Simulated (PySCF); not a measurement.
CH5F2NOSi, SMILES O[Si@](F)(N)CF.

The structure is a stationary point at B3LYP-D3(BJ)/def2-SVP. The structure was generated by enumeration; whether it is a known compound was not checked. One conformer was computed; it need not be the lowest.

The numbers are results of B3LYP-D3(BJ)/def2-SVP (PySCF), not measurements.

Frequencies are harmonic and unscaled.

Computed normal modes with their intensities:
| mode | ν (cm⁻¹) | IR (km/mol) | Raman (Å⁴/amu) | depolarisation | moving atoms (share of kinetic energy) |
|---|---|---|---|---|---|
| 1 | 41 | 2.9 | 0.1 | 0.73 | F 41 %, H 22 %, C 12 %, O 12 %, N 10 % |
| 2 | 115 | 6.8 | 0.5 | 0.75 | F 44 %, N 20 %, H 19 %, O 13 % |
| 3 | 193 | 2.1 | 1.5 | 0.75 | H 36 %, N 21 %, F 17 %, C 13 %, O 10 % |
| 4 | 220 | 3.4 | 0.6 | 0.67 | H 58 %, O 14 %, F 11 % |
| 5 | 230 | 109.2 | 1.4 | 0.75 | H 54 %, F 23 %, O 16 % |
| 6 | 307 | 63.4 | 2.4 | 0.46 | F 33 %, H 20 %, O 16 %, Si 12 %, C 11 %, N 8 % |
| 7 | 317 | 5.2 | 1.7 | 0.74 | H 32 %, F 32 %, Si 17 %, N 11 %, O 9 % |
| 8 | 327 | 100.8 | 0.7 | 0.68 | H 68 %, N 15 %, F 9 % |
| 9 | 361 | 57.7 | 0.7 | 0.57 | H 58 %, N 12 %, F 10 %, Si 9 % |
| 10 | 392 | 84.6 | 1.2 | 0.62 | F 29 %, Si 21 %, H 20 %, O 16 %, N 8 % |
| 11 | 672 | 4.1 | 10.6 | 0.09 | C 46 %, H 20 %, O 12 %, N 10 % |
| 12 | 735 | 4.7 | 1.5 | 0.33 | H 58 %, C 16 %, F 13 %, N 11 % |
| 13 | 787 | 26.3 | 1.9 | 0.32 | H 47 %, O 24 %, C 12 % |
| 14 | 818 | 110.1 | 3.8 | 0.57 | H 77 %, N 13 % |
| 15 | 861 | 175.6 | 1.3 | 0.27 | Si 34 %, H 28 %, F 22 %, N 14 % |
| 16 | 930 | 199.3 | 1.1 | 0.27 | Si 46 %, O 25 %, F 14 % |
| 17 | 988 | 156.5 | 2.0 | 0.54 | Si 48 %, N 19 %, H 17 %, O 10 % |
| 18 | 1058 | 87.4 | 4.2 | 0.72 | C 49 %, F 39 %, H 8 % |
| 19 | 1236 | 5.9 | 9.6 | 0.74 | H 91 % |
| 20 | 1318 | 2.1 | 1.1 | 0.26 | H 72 %, C 26 % |
| 21 | 1450 | 5.6 | 13.8 | 0.71 | H 94 % |
| 22 | 1533 | 76.9 | 4.9 | 0.73 | H 88 %, N 12 % |
| 23 | 3024 | 18.2 | 122.8 | 0.09 | H 95 % |
| 24 | 3078 | 20.1 | 84.7 | 0.75 | H 90 %, C 10 % |
| 25 | 3586 | 42.1 | 110.5 | 0.11 | H 96 % |
| 26 | 3684 | 49.9 | 69.6 | 0.70 | H 91 %, N 9 % |
| 27 | 3873 | 91.5 | 108.6 | 0.28 | H 94 % |
